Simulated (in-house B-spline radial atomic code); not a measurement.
A run on neutral samarium (an excited or competing configuration) that did not converge. Method: scalar-relativistic (X2C) wB97X, spin-polarised, spherical fractional occupations, exact exchange averaged over the configuration, Fermi nucleus of rms radius 5.0819 fm; computed with an all-electron radial atomic-structure program (B-spline basis).

Command:
```bash
python run_scf.py task.json out
```
Settings (nuclear radius in fm, mass in u):
```
Z                62
configuration    [Kr] 4d10 4f6 5s2 5p5 6s2 7d1
hamiltonian      x2c
method           wb97x
spin_polarised   True
nucleus          fermi
rms_radius       5.0819
atomic_mass      151.91974
speed_of_light   137.035999084
exact_exchange   averaged over the configuration
```

First and last ten iterations of the last attempt (damped for 15 steps, keeping 80 % of the old Fock matrix, then DIIS):
```
 iter        energy (Eh)    residual
    1      -10399.989720    6.22e-01
    2      -10406.352090    9.01e-01
    3      -10416.219289    5.75e-01
    4      -10421.362784    3.46e-01
    5      -10423.927093    2.18e-01
    6      -10425.147163    1.50e-01
    7      -10425.704997    9.89e-02
    8      -10425.957317    7.01e-02
    9      -10426.075185    4.96e-02
   10      -10426.133282    3.91e-02
  111      -10426.207385    1.05e-03
  112      -10426.207442    1.02e-03
  113      -10426.207444    1.11e-03
  114      -10426.207623    9.83e-04
  115      -10426.207676    8.10e-04
  116      -10426.208228    1.11e-03
  117      -10425.611650    1.75e-01
  118      -10425.611733    1.76e-01
  119      -10426.208196    1.57e-03
  120      -10426.207706    1.30e-03
 not converged after 120 iterations
```

The smallest residual met was 4.6e-04; the threshold is about 6e-07. No energy from this run should be used. Cost of the run: 47 s on 1 thread of Arm Neoverse V1, on a shared host.
